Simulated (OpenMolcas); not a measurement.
Co2+ (d7) among equal point charges was computed by CASSCF with the d shell active (OpenMolcas, ANO-RCC-VDZP on the metal). Its lowest spin-free states, and all those of the highest spin:

```json
{"2S+1": "4", "Degeneracy": "3", "E (cm-1)": "0.0"}
{"2S+1": "4", "Degeneracy": "3", "E (cm-1)": "4856"}
{"2S+1": "4", "Degeneracy": "1", "E (cm-1)": "10788"}
{"2S+1": "2", "Degeneracy": "2", "E (cm-1)": "17215"}
{"2S+1": "2", "Degeneracy": "3", "E (cm-1)": "20253"}
{"2S+1": "2", "Degeneracy": "3", "E (cm-1)": "20609"}
{"2S+1": "4", "Degeneracy": "3", "E (cm-1)": "22380"}
{"2S+1": "2", "Degeneracy": "1", "E (cm-1)": "22922"}
{"2S+1": "2", "Degeneracy": "3", "E (cm-1)": "26185"}
{"2S+1": "2", "Degeneracy": "3", "E (cm-1)": "27930"}
{"2S+1": "2", "Degeneracy": "3", "E (cm-1)": "28100"}
{"2S+1": "2", "Degeneracy": "2", "E (cm-1)": "29675"}
```

Problem. Is the site octahedral, tetrahedral or cube-like, axial, or of lower symmetry?

Solution. The states with 2S+1 = 4 have orbital degeneracies 3, 3, 1, 3. Threefold states need a cubic site. For d7 at this spin an octahedron puts the threefold T1 below the threefold T2 and a tetrahedron or cube puts the single A2 below the threefold T2, so the site is octahedral. The run had Co2+ among 6 point charges of -2 e arranged as an octahedron (Oh), 1.96 Å from the ion.

An orbital triplet at a regular site is open to Jahn-Teller coupling, which can distort the site and quench the lowest spin-orbit gaps and is left out. Without dynamic correlation the repulsion within the d shell is too large (B by tens of per cent), so at a given field states of lower spin stand too high. This is an electrostatic model: the charges have no orbitals. No measured value stands beside these numbers.
